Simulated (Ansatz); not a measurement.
MoO2(NH2)2 (MoN₂O₂H₄), relaxed as a singlet with RKS r2SCAN-D4/def2-SVP in Ansatz, starting from the GFN2-xTB geometry. Force threshold 0.02 eV/Å.

In the def2 sets Mo takes a core potential; there is no spin–orbit coupling.

Start:

Cartesian coordinates in Å:
```
Mo -0.5132 -0.3287 -0.3689
N 0.4442 1.2352 -0.8994
N 0.1656 -0.8423 1.3397
O -0.0723 -1.5133 -1.4119
O -2.0637 0.1411 -0.1256
H 0.1297 2.1973 -0.7736
H 1.2648 1.2497 -1.5051
H 0.8892 -1.5424 1.5039
H -0.2443 -0.5965 2.2408
```

(1) Estimate the energy that the relaxation releases and the steps that it takes.

(2) Does the start keep its bonding and symmetry?

(3) Predict the relaxed structure.

Results:

(1) 0.39 eV, in 5 steps; 23 s on 2 threads of Intel Xeon Platinum 8259CL on a shared host. No frequencies were taken in this run, so the end may be a saddle point.

(2) By distances, no bond broke or formed. The bond that changes most is Mo1–O5, from 1.64 to 1.70 Å (atoms count from 1). Point group C2v at the start, Cs at the end, both within 0.05 Å.

(3) 
```xyz
9

Mo   -0.472   -0.303   -0.340
N     0.458    1.285   -0.945
N     0.166   -0.884    1.394
O    -0.145   -1.544   -1.449
O    -2.113    0.094   -0.176
H     0.139    2.237   -0.776
H     1.295    1.275   -1.524
H     0.914   -1.561    1.534
H    -0.242   -0.599    2.282
```
Bond lengths: 2 × Mo–N 1.94 Å; 2 × Mo–O 1.70 Å; 4 × H–N 1.02 Å.
